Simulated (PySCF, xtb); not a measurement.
C2H6BeFN, SMILES C[N](C)[Be][F]. Other conformers were not sampled.

Harmonic wavenumbers (cm⁻¹) from GFN2-xTB run with xtb 6.7.1 at its own minimum, in rising order: 69, 168, 221, 239, 281, 344, 356, 573, 1000, 1055, 1093, 1137, 1173, 1212, 1408, 1413, 1439, 1481, 1490, 1497, 1511, 2884, 2886, 2910, 2919, 3026, 3028.

Q: What does PBE0-D3(BJ)/def2-SVP in PySCF give at its own minimum? (The exact figures need the calculation; the answer reports its results.)

A: 112, 155, 234, 261, 344, 394, 454, 607, 1017, 1091, 1106, 1168, 1253, 1258, 1431, 1446, 1453, 1459, 1481, 1486, 1621, 2981, 2986, 3038, 3048, 3119, 3120. Paired by order, the mean absolute difference is 53 cm⁻¹ and the zero-point energies are 52.6 and 54.5 kcal/mol.
